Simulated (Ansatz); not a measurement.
The same ligand exchange along the group B, Al, Ga.

Program: Ansatz. Geometries: PBE0-D4/def2-TZVP. ΔE: electronic, gas phase. CCSD(T)/CBS adds triple-zeta CCSD(T) − MP2 to the extrapolated MP2 energy (def2 sets, frozen cores). Small cases extrapolate CCSD(T) itself. DFT in def2-TZVPP. For Ga outer-core shells are correlated without core-valence functions, which leaves a few kJ/mol of doubt a bond. Scalar relativity is left out up to krypton. One conformer a species, not always the lowest.

```tsv
reaction	MP2/CBS(def2) (kJ/mol)	HF/CBS(def2) (kJ/mol)	LDA (SPW92) (kJ/mol)	CCSD(T)/CBS(def2) (kJ/mol)
`NB(S)S` + HCl → `NB(S)Cl` + H₂S	-24	-33	-22	-24
`[NH2][Al]([SH])[SH]` + HCl → `[NH2][Al]([SH])[Cl]` + H₂S	-53	-65	-47	-53
`[NH2][Ga]([SH])[SH]` + HCl → `[NH2][Ga]([SH])[Cl]` + H₂S	-30	-47	-28	-31
```

Largest T1 diagnostic: 0.012, for `[NH2][Ga]([SH])[SH]`.

Extrapolated directly: `NB(S)S` + HCl → `NB(S)Cl` + H₂S.
